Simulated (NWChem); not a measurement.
System: AlH$_{2}$O$_{2}$Cl; SMILES [OH][Al]([OH])[Cl]

Input file for NWChem:

```
start job
memory heap 200 mb stack 900 mb global 1100 mb
geometry units angstroms noautoz
  Al    -0.039107     0.427976     0.000000
  Cl     0.200397    -1.648451     0.000000
  O     -1.614191     1.032697     0.000000
  H     -1.839773     1.964030     0.000000
  O      1.289622     1.474699     0.000000
  H      2.209667     1.207104     0.000000
end
basis spherical
  Al library 6-31g*
  Cl library 6-31g*
  O library 6-31g*
  H library 6-31g*
end
dft
  xc slater pw91lda
  iterations 150
  mulliken
end
task dft energy
```

Parts of the log:

```
             Northwest Computational Chemistry Package (NWChem) 7.3.0
             --------------------------------------------------------

 CS  symmetry detected

                             Geometry "geometry" -> ""
                             -------------------------

 Output coordinates in angstroms (scale by  1.889725989 to convert to a.u.)

  No.       Tag          Charge          X              Y              Z
 ---- ---------------- ---------- -------------- -------------- --------------
    1 Al                  13.0000    -0.00591037     0.41529400     0.00000000
    2 Cl                  17.0000    -0.00409889    -1.67489928     0.00000000
    3 O                    8.0000    -1.50200487     1.19521602     0.00000000
    4 H                    1.0000    -1.62020886     2.14616093     0.00000000
    5 O                    8.0000     1.43323549     1.30411849     0.00000000
    6 H                    1.0000     2.31687977     0.93362872     0.00000000

 Effective nuclear repulsion energy (a.u.)     198.5730396512

      Symmetry information
      --------------------

 Group name             Cs
 Group number              2
 Group order               2
 No. of unique centers     6

                                 NWChem DFT Module
                                 -----------------

 Summary of "ao basis" -> "ao basis" (spherical)
 ------------------------------------------------------------------------------
       Tag                 Description            Shells   Functions and Types
 ---------------- ------------------------------  ------  ---------------------
 Al                          6-31g*                  8       18   4s3p1d
 Cl                          6-31g*                  8       18   4s3p1d
 O                           6-31g*                  6       14   3s2p1d
 H                           6-31g*                  2        2   2s

      Symmetry analysis of basis
      --------------------------

        a'         50
        a"         18

            General Information
            -------------------
          SCF calculation type: DFT
          Wavefunction type:  closed shell.
          No. of atoms     :     6
          No. of electrons :    48
           Alpha electrons :    24
            Beta electrons :    24
          Charge           :     0
          Spin multiplicity:     1
          Use of symmetry is: on ; symmetry adaption is: on
          Maximum number of iterations: 150
          AO basis - number of functions:    68
                     number of shells:    32
          Convergence on energy requested:  1.00D-06
          Convergence on density requested:  1.00D-05
          Convergence on gradient requested:  5.00D-04

              XC Information
              --------------
                        Slater Exchange Functional  1.000 local
            Perdew 1991 LDA Correlation Functional  1.000 local

             Grid Information
             ----------------
          Grid used for XC integration:  medium
          Radial quadrature: Mura-Knowles
          Angular quadrature: Lebedev.
          Tag              B.-S. Rad. Rad. Pts. Rad. Cut. Ang. Pts.
          ---              ---------- --------- --------- ---------
          Al                  1.25       88           8.0       590
          Cl                  1.00       88          10.0       590
          O                   0.60       49          10.0       434
          H                   0.35       45          11.0       434
          Grid pruning is: on
          Number of quadrature shells:   364
          Spatial weights used:  Erf1

      Superposition of Atomic Density Guess
      -------------------------------------

 Sum of atomic energies:        -851.81440296

      Non-variational initial energy
      ------------------------------

 Total energy =    -852.563040
 1-e energy   =   -1573.654380
 2-e energy   =     522.518300
 HOMO         =      -0.465379
 LUMO         =      -0.046765

      Symmetry analysis of molecular orbitals - initial
      -------------------------------------------------

  Numbering of irreducible representations:

     1 a'          2 a"

  Orbital symmetries:

     1 a'          2 a'          3 a'          4 a'          5 a'
     6 a'          7 a'          8 a"          9 a'         10 a'
    11 a'         12 a"         13 a'         14 a'         15 a'
    16 a'         17 a'         18 a'         19 a'         20 a"
    21 a'         22 a"         23 a"         24 a'         25 a'
    26 a"         27 a'         28 a'         29 a'         30 a'
    31 a'         32 a"         33 a'         34 a'

     ---------------------------------------------
      Total Density - Mulliken Population Analysis
     ---------------------------------------------

    Atom       Charge   Shell Charges
 -----------   ------   -------------------------------------------------------
    1 Al  13    11.45   2.00  2.00  5.97  0.52  0.59  0.06  0.09  0.22
    2 Cl  17    17.41   2.00  2.00  5.98  1.38  3.71  0.55  1.78  0.01
    3 O    8     9.13   2.00  0.93  3.19  0.91  2.08  0.01
    4 H    1     0.44   0.35  0.09
    5 O    8     9.13   2.00  0.93  3.20  0.91  2.09  0.01
    6 H    1     0.44   0.35  0.09

   convergence    iter        energy       DeltaE   RMS-Dens  Diis-err
 ---------------- ----- ----------------- --------- --------- ---------
 d= 0,ls=0.0,diis     1   -850.6416765439 -1.05D+03  2.73D-02  1.42D+00
 d= 0,ls=0.0,diis     2   -850.2546246176  3.87D-01  1.93D-02  5.02D+00
 d= 0,ls=0.0,diis     3   -850.7571199008 -5.02D-01  4.44D-03  1.25D-01
 d= 0,ls=0.0,diis     4   -850.7675599114 -1.04D-02  2.25D-03  1.96D-02
 d= 0,ls=0.0,diis     5   -850.7707077214 -3.15D-03  3.48D-04  6.60D-04
  Resetting Diis
 d= 0,ls=0.0,diis     6   -850.7707898669 -8.21D-05  1.06D-04  1.17D-04
 d= 0,ls=0.0,diis     7   -850.7707990686 -9.20D-06  1.14D-04  2.33D-05
 d= 0,ls=0.0,diis     8   -850.7707884418  1.06D-05  8.07D-05  1.32D-04
 d= 0,ls=0.0,diis     9   -850.7708013722 -1.29D-05  6.35D-06  2.36D-07
 d= 0,ls=0.0,diis    10   -850.7708013970 -2.49D-08  1.95D-06  3.08D-08

         Total DFT energy =     -850.770801397043
      One electron energy =    -1577.323418452420
           Coulomb energy =      589.289691769529
    Exchange-Corr. energy =      -61.310114365376
 Nuclear repulsion energy =      198.573039651223

 Numeric. integr. density =       48.000002257695

                  Occupations of the irreducible representations
                  ----------------------------------------------

                     irrep           alpha         beta
                     --------     --------     --------
                     a'               19.0         19.0
                     a"                5.0          5.0

                       DFT Final Molecular Orbital Analysis
                       ------------------------------------

 Vector   22  Occ=2.000000D+00  E=-2.826626D-01  Symmetry=a"
              MO Center=  2.1D-01, -2.2D-01, -3.0D-16, r^2= 4.0D+00
   Bfn.  Coefficient  Atom+Function         Bfn.  Coefficient  Atom+Function
  ----- ------------  ---------------      ----- ------------  ---------------
    27      0.514099  2 Cl pz                57     -0.352906  5 O  pz
    31      0.308069  2 Cl pz                61     -0.264515  5 O  pz
    41     -0.248763  3 O  pz                23     -0.204073  2 Cl pz
    45     -0.183955  3 O  pz                 9     -0.066150  1 Al pz
    15     -0.065943  1 Al d -1              13     -0.058079  1 Al pz

 Vector   23  Occ=2.000000D+00  E=-2.805841D-01  Symmetry=a'
              MO Center=  3.4D-01, -6.2D-01, -3.0D-15, r^2= 3.7D+00
   Bfn.  Coefficient  Atom+Function         Bfn.  Coefficient  Atom+Function
  ----- ------------  ---------------      ----- ------------  ---------------
    25      0.583485  2 Cl px                56      0.342854  5 O  py
    29      0.315771  2 Cl px                60      0.246534  5 O  py
    21     -0.229980  2 Cl px                26      0.117419  2 Cl py
    58      0.097404  5 O  s                 39     -0.095483  3 O  px
     6     -0.085316  1 Al s                 40     -0.077748  3 O  py

 Vector   24  Occ=2.000000D+00  E=-2.723155D-01  Symmetry=a"
              MO Center= -3.0D-01,  1.2D+00, -4.1D-16, r^2= 2.7D+00
   Bfn.  Coefficient  Atom+Function         Bfn.  Coefficient  Atom+Function
  ----- ------------  ---------------      ----- ------------  ---------------
    41      0.485531  3 O  pz                57     -0.400841  5 O  pz
    45      0.373889  3 O  pz                61     -0.312925  5 O  pz
    17      0.078341  1 Al d  1              27     -0.049288  2 Cl pz
    31     -0.030444  2 Cl pz

 Vector   25  Occ=0.000000D+00  E=-6.081143D-02  Symmetry=a'
              MO Center=  1.0D-01,  4.1D-01,  8.1D-16, r^2= 4.6D+00
   Bfn.  Coefficient  Atom+Function         Bfn.  Coefficient  Atom+Function
  ----- ------------  ---------------      ----- ------------  ---------------
    10      1.091608  1 Al s                 58     -0.401394  5 O  s
    42     -0.380953  3 O  s                 28     -0.316201  2 Cl s
    30     -0.289061  2 Cl py                 6      0.265460  1 Al s
    26     -0.261767  2 Cl py                 2     -0.190212  1 Al s
    24     -0.185581  2 Cl s                 52      0.165238  4 H  s

 Vector   26  Occ=0.000000D+00  E=-1.996073D-02  Symmetry=a"
              MO Center= -1.7D-03,  3.8D-01,  2.6D-13, r^2= 4.0D+00
   Bfn.  Coefficient  Atom+Function         Bfn.  Coefficient  Atom+Function
  ----- ------------  ---------------      ----- ------------  ---------------
     9      0.598792  1 Al pz                13      0.587998  1 Al pz
    27     -0.238770  2 Cl pz                41     -0.230239  3 O  pz
    57     -0.231141  5 O  pz                45     -0.228087  3 O  pz
    61     -0.227119  5 O  pz                31     -0.199037  2 Cl pz
     5     -0.187118  1 Al pz                23      0.087715  2 Cl pz

[...]
```

Level: LDA (Slater exchange, PW92)/6-31G* (spherical d). Geometry: optimised at PBE0/def2-SVP.
